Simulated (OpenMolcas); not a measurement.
Cr3+ among 6 point charges of -2.2 e arranged as a tetragonal octahedron (D4h). The axial distance is 1.03 times the equatorial one, R.

```json
{
  "Program": "OpenMolcas 26.06",
  "Method": "SS-CASPT2, IPEA 0.25 Eh, imaginary shift 0.1 Eh (closed shells correlated: 3s 3p)",
  "Basis": "ANO-RCC-VDZP [5s4p2d1f]",
  "Scalar Hamiltonian": "DKH2, point nucleus",
  "Active space": "3 electrons in 5 orbitals (3d)",
  "State averaging": "2S+1 = 4 even, 10 roots; 2S+1 = 2 even, 40 roots",
  "Spin-orbit coupling": "state interaction with AMFI integrals over the reference wave functions"
}
```

All point charges move together. At R = 1.92 Å the first state of the same spin is 6690 cm-1, and at R = 2.02 Å it is 4720 cm-1.

A third run gives 4330 cm-1. What distance was it run at?

With a power law R^-n the two known points give n = -ln(4720 / 6690) / ln(2.02 / 1.92) = 6.87. Then R = 1.92 × (6690 / 4330)^(1/6.87) = 2.046 Å. The run was at 2.11 Å, so the estimate is off by -0.064 Å.

Free-ion shares, where given, are those of the reference states; single-state CASPT2 does not remix them. Point charges carry no covalency, so the field is a model and not that of real ligands. No measured value stands beside these numbers.
